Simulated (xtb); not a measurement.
C₃H₆F₂Si, SMILES F/C=C\[SiH2]CF. All values are semi-empirical tight-binding results from xtb (GFN2-xTB unless named), good for trends rather than for accurate numbers. Geometry optimised at GFN2-xTB. The structure was generated by enumeration; whether it is a known compound was not checked. One conformer was computed; it need not be the lowest.

The point group as xtb finds it is Cs. The orbital gap comes out as 4.20 eV and the dipole moment is 3.41 D. The zero-point energy is 49.5 kcal/mol, the G − E(el) at 298.15 K (modified RRHO) comes out as 28.8 kcal/mol and the static polarisability (D4 model) is 67.8 bohr³. The solvation energy, GFN2-xTB/ALPB(water) comes out as -3.1 kcal/mol and the solvation energy, GFN2-xTB/ALPB(chcl3) is -5.9 kcal/mol.
